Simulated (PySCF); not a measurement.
**Circular dichroism: `C[C@@H]1[SiH2][C@@H](F)[Si@H]1C#N`, C$_{4}$H$_{8}$FNSi$_{2}$**

Molfile (atoms numbered from 1):
```
C4H8FNSi2
     RDKit          3D

 16 16  0  0  0  0  0  0  0  0999 V2000
   -2.0675    0.1320    0.4405 C   0  0  0  0  0  0  0  0  0  0  0  0
   -0.7171    0.5421   -0.1429 C   0  0  2  0  0  0  0  0  0  0  0  0
   -0.0285   -0.6112   -1.5373 Si  0  0  0  0  0  4  0  0  0  0  0  0
    1.3277   -1.1497   -0.2522 C   0  0  1  0  0  0  0  0  0  0  0  0
    2.6411   -1.0975   -0.7054 F   0  0  0  0  0  0  0  0  0  0  0  0
    0.7950    0.2214    1.0092 Si  0  0  1  0  0  4  0  0  0  0  0  0
    1.9722    1.6658    0.9846 C   0  0  0  0  0  0  0  0  0  0  0  0
    2.6822    2.5642    0.9663 N   0  0  0  0  0  0  0  0  0  0  0  0
   -2.8560    0.2416   -0.3021 H   0  0  0  0  0  0  0  0  0  0  0  0
   -2.0541   -0.9066    0.7657 H   0  0  0  0  0  0  0  0  0  0  0  0
   -2.3253    0.7513    1.2986 H   0  0  0  0  0  0  0  0  0  0  0  0
   -0.7952    1.5851   -0.4575 H   0  0  0  0  0  0  0  0  0  0  0  0
    0.5463    0.0932   -2.6765 H   0  0  0  0  0  0  0  0  0  0  0  0
   -0.9234   -1.6948   -1.9426 H   0  0  0  0  0  0  0  0  0  0  0  0
    1.2033   -2.1659    0.1345 H   0  0  0  0  0  0  0  0  0  0  0  0
    0.5917   -0.1620    2.4057 H   0  0  0  0  0  0  0  0  0  0  0  0
  1  2  1  0
  2  3  1  0
  3  4  1  0
  4  5  1  0
  4  6  1  0
  6  7  1  0
  7  8  3  0
  6  2  1  0
  1  9  1  0
  1 10  1  0
  1 11  1  0
  2 12  1  6
  3 13  1  0
  3 14  1  0
  4 15  1  1
  6 16  1  1
M  END
```

Theory: PySCF, TDDFT BHandHLYP/def2-SVPD circular dichroism and optical rotation, one conformer, gas phase. Geometry: GFN2-xTB.

(1) What are the CIP labels of the stereocentres?

(2) List the lowest 16 singlet excitations with oscillator and rotatory strengths.

Results:

(1) C2 R, C4 R, Si6 S.

(2) Rotatory strengths R in 10⁻⁴⁰ esu² cm², velocity form and length form (origin at the centre of mass); f in length form.
```tsv
state	E (eV)	λ (nm)	f	R (velocity)	R (length)	main
1	6.15	202	0.019	-21.1	-20.9	HOMO→LUMO 0.55, HOMO−1→LUMO 0.23
2	6.40	194	0.024	+47.4	+47.5	HOMO−1→LUMO 0.63, HOMO→LUMO+1 0.17
3	6.80	182	0.002	-5.5	-5.7	HOMO−2→LUMO 0.72, HOMO−2→LUMO+1 0.14
4	6.83	182	0.129	-37.9	-37.4	HOMO→LUMO+1 0.48, HOMO→LUMO 0.24
5	6.98	178	0.007	+8.5	+8.2	HOMO−3→LUMO 0.17, HOMO→LUMO+2 0.15
6	7.05	176	0.012	+12.5	+12.2	HOMO−1→LUMO+1 0.64, HOMO−3→LUMO 0.08
7	7.26	171	0.018	+16.7	+16.4	HOMO→LUMO+2 0.21, HOMO−3→LUMO 0.20
8	7.32	169	0.020	-0.7	-0.9	HOMO−2→LUMO+1 0.19, HOMO−1→LUMO+2 0.16
9	7.50	165	0.030	-15.6	-15.7	HOMO−2→LUMO+1 0.36, HOMO→LUMO+2 0.16
10	7.66	162	0.005	+2.3	+2.7	HOMO→LUMO+2 0.30, HOMO−4→LUMO+1 0.09
11	7.81	159	0.009	-11.1	-11.1	HOMO−1→LUMO+2 0.51
12	7.96	156	0.003	-0.1	-0.8	HOMO−2→LUMO+2 0.54, HOMO−2→LUMO+1 0.10
13	8.16	152	0.007	-5.3	-4.6	HOMO−1→LUMO+4 0.43, HOMO→LUMO+4 0.14
14	8.28	150	0.005	+12.6	+12.5	HOMO→LUMO+3 0.48, HOMO→LUMO+5 0.21
15	8.33	149	0.009	+12.4	+11.0	HOMO→LUMO+4 0.37, HOMO−6→LUMO 0.19
16	8.40	148	0.022	-22.7	-22.5	HOMO→LUMO+5 0.17, HOMO−6→LUMO 0.15
```

Among the states computed, the strongest CD band (largest |R|) is state 2. The largest dissymmetry factor in size, g = 4R/(D+G), with D and G the electric and magnetic dipole strengths, is +0.034 for state 14 (velocity form, f = 0.005), among bands with |R| over 0.5. The mirror image has the same energies and oscillator strengths and all R with the opposite sign.
